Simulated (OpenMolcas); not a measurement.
# Computed levels of O3+

```json
{
 "Program": "OpenMolcas 26.06",
 "Method": "MS-CASPT2, IPEA 0.25 Eh, imaginary shift 0.1 Eh (closed shells correlated: 1s)",
 "Basis": "ANO-RCC-VTZP [4s3p2d1f]",
 "Scalar Hamiltonian": "DKH2, point nucleus",
 "Active space": "3 electrons in 4 orbitals (2s 2p)",
 "State averaging": "2S+1 = 4 odd, 1 root; 2S+1 = 2 odd, 11 roots; 2S+1 = 4 even, 3 roots; 2S+1 = 2 even, 9 roots",
 "Spin-orbit coupling": "RASSI with atomic mean-field integrals over the reference wave functions, term energies averaged over their components"
}
```

With spin-orbit coupling, above the lowest level:

```tsv
Configuration	Term	J	E (cm-1)	Measured (cm-1)	g	Term weight %
2s2 2p	2P*	1/2	0.0	0.0	0.666	100
2s2 2p	2P*	3/2	360	386	1.334	100
2s 2p2	4P	1/2	70040	71440	2.671	100
2s 2p2	4P	3/2	70180	71570	1.735	100
2s 2p2	4P	5/2	70390	71756	1.601	100
2s 2p2	2D	3/2	127660	126950	0.800	100
2s 2p2	2D	5/2	127660	126936	1.200	100
2s 2p2	2S	1/2	165820	164366	2.002	100
2s 2p2	2P	1/2	183070	180481	0.666	100
2s 2p2	2P	3/2	183320	180724	1.334	100
2p3	4S*	3/2	231060	231538	2.002	100
2p3	2D*	3/2	256890	255185	0.800	100
2p3	2D*	5/2	256900	255156	1.200	100
2p3	2P*	1/2	291760	289015	0.666	100
2p3	2P*	3/2	291780	289024	1.334	100
```

Against the 14 measured excited levels shown (Moore, Selected Tables of Atomic Spectra, NSRDS-NBS 3, section 10) the mean absolute deviation is 1500 cm-1; the largest miss in energy is 2p3 2P* 3/2: computed 291780, measured 289024 cm-1 (+1.0 %), and the largest in proportion 2s2 2p 2P* 3/2 (-6.6 %).

Spin-orbit coupling puts the lowest level 240 cm-1 below the lowest spin-free term.

CASPT2 breaks the degeneracy within a term, and the mean is taken; among the terms shown or strongly mixed into the levels shown the widest spread is 710 cm-1 (2p3 2D*). Computed and measured levels are paired by configuration, term and J; levels that our copy of the source lacks, or whose pairing is in doubt (as where it misses far off the trend of its configuration), stay unpaired and out of the deviations. Only configurations of the active space appear.

The term weight is that of the spin-free term in the level, not the purity of its configuration. * marks odd parity.
